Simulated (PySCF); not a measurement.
Bond stretch in IBr, singlet.

Levels: RKS-PBE = restricted PBE/def2-SVP, def2 effective core potentials past Kr run with PySCF; UKS-PBE = PySCF 2.14.0 with unrestricted PBE/def2-SVP, def2 effective core potentials past Kr; RKS-PBE0 = restricted PBE0/def2-SVP, def2 effective core potentials past Kr in PySCF; UCCSD(T) = CCSD(T) on UHF/def2-SVP, 13 core orbitals frozen, def2 effective core potentials past Kr run with PySCF.

Energies relative to the lowest point of each curve near equilibrium, in kcal/mol; the last columns give the difference from UCCSD(T):

| R / Å | RKS-PBE | UKS-PBE | RKS-PBE0 | UCCSD(T) | RKS-PBE − UCCSD(T) | UKS-PBE − UCCSD(T) | RKS-PBE0 − UCCSD(T) |
|---|---|---|---|---|---|---|---|
| 1.99 | 87.9 | 87.9 | 83.8 | 93.4 | -5.5 | -5.5 | -9.6 |
| 2.11 | 42.8 | 42.8 | 39.6 | 46.2 | -3.3 | -3.3 | -6.6 |
| 2.21 | 20.7 | 20.7 | 18.3 | 22.8 | -2.1 | -2.1 | -4.6 |
| 2.31 | 8.1 | 8.1 | 6.4 | 9.3 | -1.2 | -1.2 | -2.9 |
| 2.39 | 2.7 | 2.7 | 1.7 | 3.4 | -0.7 | -0.7 | -1.7 |
| 2.46 | 0.5 | 0.5 | 0.0 | 0.8 | -0.3 | -0.3 | -0.8 |
| 2.54 | 0.0 | 0.0 | 0.2 | 0.0 | 0.0 | 0.0 | 0.2 |
| 2.60 | 0.7 | 0.7 | 1.4 | 0.5 | 0.2 | 0.2 | 0.9 |
| 2.68 | 2.7 | 2.7 | 4.1 | 2.3 | 0.4 | 0.4 | 1.7 |
| 2.83 | 8.5 | 8.5 | 11.1 | 8.3 | 0.2 | 0.2 | 2.8 |
| 3.03 | 17.9 | 17.8 | 22.1 | 17.9 | -0.1 | -0.2 | 4.2 |
| 3.30 | 30.5 | 28.5 | 36.8 | 29.3 | 1.2 | -0.8 | 7.5 |
| 3.68 | — | 39.3 | 54.0 | 36.1 | — | 3.2 | 17.9 |
| 4.11 | — | 47.0 | 67.6 | 37.3 | — | 9.7 | 30.3 |
| 4.43 | — | 50.1 | 74.4 | 37.5 | — | 12.5 | 36.8 |
| 4.97 | — | 51.8 | 81.3 | 37.8 | — | 14.0 | 43.5 |
| 5.39 | — | 52.3 | 84.3 | 37.9 | — | 14.3 | 46.3 |
| 6.10 | — | 52.6 | 87.0 | 38.1 | — | 14.6 | 49.0 |
| 6.60 | — | 52.7 | 88.0 | 38.1 | — | 14.6 | 49.9 |
| 7.33 | — | 52.7 | 88.9 | 38.1 | — | 14.6 | 50.8 |

RKS-PBE is furthest from UCCSD(T) at 1.99 (-5.5 kcal/mol, below); its mean absolute difference over the points is 1.3 kcal/mol.

UKS-PBE is furthest from UCCSD(T) at 7.33 (14.6 kcal/mol, above); its mean absolute difference over the points is 5.6 kcal/mol.

RKS-PBE0 is furthest from UCCSD(T) at 7.33 (50.8 kcal/mol, above); its mean absolute difference over the points is 18.4 kcal/mol.

A dash means that the run gave no value there, or that the column was ended at a point which the program doubted or which failed a test of continuity chosen for this set; such a test can also cut sound points.

The restricted form behind RKS-PBE, RKS-PBE0 keeps the bonding electrons paired and can't separate into open-shell fragments. The unrestricted determinant behind UKS-PBE is spin-contaminated at 3.03 to 7.33 Å (<S²> up to 1.0, against 0.00 for a pure singlet). The unrestricted determinant behind UCCSD(T) is spin-contaminated at 2.68 to 7.33 Å (<S²> up to 1.0, against 0.00 for a pure singlet).
